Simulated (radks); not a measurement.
Values are calculated unless marked as measured or tabulated.
All-electron atom: Ho LIV in [Ne] 3s2 3p2. Level of theory: Dirac Kohn-Sham, BLYP, spin-unpolarised, spherical densities, finite nucleus; open shells fill j = l - 1/2 first; Fermi nuclear charge, rms radius 5.2022 fm (a radial shooting solver on a logarithmic mesh with Libxc functionals).

Radial electron density D(r) = 4 pi r^2 rho(r):

```
   r/bohr * D(r) (the largest magnitude, 105, reaches the edge; | marks zero)
 0.001983 |       *
 0.002461 |          *
 0.003055 |             *
 0.003791 |                  *
 0.004705 |                       *
 0.005839 |                             *
 0.007247 |                                    *
 0.008995 |                                         *
  0.01116 |                                              *
  0.01385 |                                               *
   0.0172 |                                              *
  0.02134 |                                           *
  0.02649 |                                        *
  0.03287 |                                        *
   0.0408 |                                             *
  0.05063 |                                                   *
  0.06284 |                                                      *
  0.07799 |                                                *
   0.0968 |                                  *
   0.1201 |                    *
   0.1491 |               *
   0.1851 |              *
   0.2297 |          *
    0.285 |    *
   0.3538 |*
   0.4391 *
   0.5449 *
   0.6763 *
```

D(r) has 2 maxima, at r = 0.0141, 0.0609 bohr, and minima at 0.0294 bohr, inside which lie 2.11 electrons.
